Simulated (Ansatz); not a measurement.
## Ligand exchange: GaH2Cl + C2H11NSi2 → GaH2(NH2) + C2H9ClSi2

Species: GaH2Cl `[Cl][GaH2]`, singlet; C2H11NSi2 `CC[SiH](N)[SiH3]`, singlet; GaH2(NH2), singlet; C2H9ClSi2 `CC[SiH]([SiH3])Cl`, singlet. The partners trade Cl for NH2: Ga–Cl and Si–NH2 bonds give way to Ga–NH2 and Si–Cl.

Shapes, held fixed at every level: PBE0-D4/def2-TZVP. Flexible molecules stand in one conformer, not always the lowest. Programs: Ansatz 0.2.0. Electronic energies: no zero-point or thermal term.

Task: Estimate ΔE of this reaction.

Result: The highest level, CCSD(T)/def2-TZVPP, gives ΔE = +16.7 kJ/mol; the levels span +13.3 to +19.0. The column of differences is taken from that level and isn't an error. No measured value is set beside it here. Relativity is left out for Ga. Outer-core shells of Ga are correlated, in sets that cover them unevenly.

```json
{"level": "PBE-D4/def2-TZVPP", "kind": "GGA", "ΔE (kJ/mol)": "+13.5", "less CCSD(T)/def2-TZVPP": "-3.2"}
{"level": "B3LYP-D4/def2-TZVPP", "kind": "global hybrid", "ΔE (kJ/mol)": "+19.0", "less CCSD(T)/def2-TZVPP": "+2.3"}
{"level": "wB97M-V/def2-TZVPP", "kind": "range-separated hybrid", "ΔE (kJ/mol)": "+18.7", "less CCSD(T)/def2-TZVPP": "+2.0"}
{"level": "wB97X-V/def2-TZVPP", "kind": "range-separated hybrid", "ΔE (kJ/mol)": "+18.2", "less CCSD(T)/def2-TZVPP": "+1.5"}
{"level": "B2PLYP/def2-TZVPP", "kind": "double hybrid", "ΔE (kJ/mol)": "+17.5", "less CCSD(T)/def2-TZVPP": "+0.8"}
{"level": "MP2/def2-TZVPP", "kind": "perturbation theory", "ΔE (kJ/mol)": "+13.3", "less CCSD(T)/def2-TZVPP": "-3.4"}
{"level": "CCSD/def2-TZVPP", "kind": "coupled cluster or CI", "ΔE (kJ/mol)": "+19.0", "less CCSD(T)/def2-TZVPP": "+2.3"}
{"level": "CCSD(T)/def2-TZVPP", "kind": "coupled cluster or CI", "ΔE (kJ/mol)": "+16.7", "less CCSD(T)/def2-TZVPP": "0.0"}
```
